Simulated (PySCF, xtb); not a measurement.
GaFClBr, SMILES [Ga]([Cl])([Br])[F].

Harmonic wavenumbers (cm⁻¹) from xtb with GFN2-xTB at its own minimum, in rising order: 81, 120, 124, 270, 399, 458.

### Question
What does PySCF with PBE0-D3(BJ)/def2-SVP give at its own minimum? (The exact figures need the calculation; the answer reports its results.)

### Answer
105, 151, 167, 311, 458, 731. Paired by order, the mean absolute difference is 79 cm⁻¹ and the zero-point energies are 2.1 and 2.7 kcal/mol.
